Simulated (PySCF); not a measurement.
PBE on Sb⁻ (antimony, charge -1), [Kr] 4d10 5s2 5p4, high-spin 3P determinant. Calculation: PySCF 2.14, in aug-cc-pVTZ-PP with ECP28MDF (6s5p4d2f, 55 functions); a scalar-relativistic core potential.

```
cycle= 1 E= -240.241526561409  delta_E= -0.0104  |g|= 0.0322  |ddm|= 0.546
cycle= 2 E= -240.241830948604  delta_E= -0.000304  |g|= 0.014  |ddm|= 0.123
cycle= 3 E= -240.241987746839  delta_E= -0.000157  |g|= 0.00796  |ddm|= 0.068
cycle= 4 E= -240.242049972218  delta_E= -6.22e-05  |g|= 0.000654  |ddm|= 0.0219
cycle= 5 E= -240.24205074068  delta_E= -7.68e-07  |g|= 0.000123  |ddm|= 0.00416
cycle= 6 E= -240.242050775078  delta_E= -3.44e-08  |g|= 1.15e-05  |ddm|= 0.000941
cycle= 7 E= -240.242050775381  delta_E= -3.03e-10  |g|= 1.84e-06  |ddm|= 8.11e-05
converged SCF energy = -240.242050775381  <S^2> = 2.0065267  2S+1 = 3.004348
```

Highest occupied orbital energy: 1.445 eV; ⟨L²⟩ = 2.04; populations by l: s 4.00, p 10.00, d 10.00, f 0.00.

**Question.** Can this result be used?

**Answer.** With care. The calculation finished and met its thresholds. Energies and moments cover only the electrons outside the core potential. At PBE the highest occupied level has a positive energy, so only the finite basis holds that electron; in a semilocal or global hybrid functional this comes from self-interaction and does not mean that the real anion is unbound.
